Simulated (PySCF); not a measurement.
An unknown is described by computed data only.

Elements present: C, Cl and H. Monoisotopic mass: 174.0003 u.

- UV, first state: lowest singlet excitation: 4.35 eV (285 nm, f = 0.119) [TDDFT CAM-B3LYP/def2-SVPD]
- 13C NMR: chemical shifts (computed TMS as zero) by class: 129.2 (1 C), 127.5 (1 C), 122.9 (1 C), 122.6 (1 C), 120.9 (1 C), 117.0 (1 C), 87.0 (1 C), 30.6 (1 C) ppm [GIAO KT3/pcSseg-1]
- Valence photoelectron: vertical ionisation energy: 8.47 eV [ΔSCF CAM-B3LYP/def2-SVPD]
- NMR, other nuclei: isotropic shieldings of nuclei other than C and H, by class: 608 (2 Cl) ppm [GIAO KT3/pcSseg-1]
- 1H NMR: chemical shifts (computed TMS as zero) by class: 6.59 (1 H), 6.36 (1 H), 6.26 (1 H), 6.12 (1 H), 6.10 (1 H), 5.24 (1 H), 2.72 (2 H) ppm [GIAO KT3/pcSseg-1]
- Rotational structure: rotational constants A, B, C: 1.729, 0.641, 0.564 GHz [PBE0-D3(BJ)/def2-SVP]
- Dipole: 2.11 D [CAM-B3LYP/def2-SVPD]
- Triplet: lowest triplet excitation (Tamm–Dancoff): 2.85 eV [TDA CAM-B3LYP/def2-SVPD]
- UV, strongest line: among the 10 lowest singlet transitions: S4 at 6.27 eV (198 nm, f = 0.347) [TDDFT CAM-B3LYP/def2-SVPD]

Gas-phase values; electronic properties from PySCF, density fitting. Levels stand in brackets. One conformer (not necessarily the lowest) at the PBE0-D3(BJ)/def2-SVP geometry, without solvent, vibrations or thermal averaging. NMR values are class means; diastereotopic atoms form classes of their own.

Question: Which formula fits the mass and the elements?

Answer: C8H8Cl2 (calculated 174.0003). No other formula that holds each of these elements comes within 0.0003 u with a fitting electron parity and a possible valence count.

Question: Propose a structure and show how it fits.

Answer: Numbering: `[Cl:1][CH:2]([Cl:3])[C:4]1=[CH:5][CH:6]=[CH:7][CH:8]=[CH:9][CH2:10]1`. Its formula, C8H8Cl2, gives 4 degrees of unsaturation: 1 ring and 3 π bonds in the structure found. 8 carbons fall into 8 classes; from least to most shielded: alkene CH carbon [C7] (129.2 ppm), fully substituted alkene carbon [C4] (127.5 ppm), alkene CH carbon [C8] (122.9 ppm), alkene CH carbon [C6] (122.6 ppm), alkene CH carbon [C9] (120.9 ppm), alkene CH carbon [C5] (117.0 ppm), CHCl2 carbon [C2] (87.0 ppm), allylic carbon [C10] (30.6 ppm). Hydrogen classes from least to most shielded: 1 H on an alkene CH carbon, C7 (6.59 ppm), 1 H on an alkene CH carbon, C6 (6.36 ppm), 1 H on an alkene CH carbon, C8 (6.26 ppm), 1 H on a CHCl2 carbon, C2 (6.12 ppm), 1 H on an alkene CH carbon, C5 (6.10 ppm), 1 H on an alkene CH carbon, C9 (5.24 ppm), 2 H on an allylic carbon, C10 (2.72 ppm, a mean of values up to 2.0 ppm apart in this geometry). The other shieldings belong to: 608 ppm, alkyl chlorine [Cl1/Cl3]. S1 is mainly HOMO→LUMO (weight 0.96); the largest Löwdin shares of the orbital it empties are 0.17 on an alkene CH carbon, 0.16 on each of 2 atoms of one kind (alkene CH carbon) and 0.14 on the fully substituted alkene carbon, of the orbital it fills 0.16 on the fully substituted alkene carbon, 0.16 on an alkene CH carbon and 0.13 on each of 2 atoms of one kind (alkene CH carbon). The optimised geometry has point group C1 and is an asymmetric top. Structure: `ClC(Cl)C1=CC=CC=CC1`. Computed isomers that give other values at the same levels: `C=C(Cl)/C=C(\Cl)C#CCC` (lowest singlet excitation: 4.55 eV (272 nm, f = 0.747)). The assignments are read from this structure; whether some other isomer fits the data as well wasn't checked. NMR values of atoms bound to several Cl lack the spin–orbit term that these neighbours bring.

Shape of the structure used: `[Cl:1][CH:2]([Cl:3])[C:4]1=[CH:5][CH:6]=[CH:7][CH:8]=[CH:9][CH2:10]1`: Cl1–C2–C4–C5 -117°.
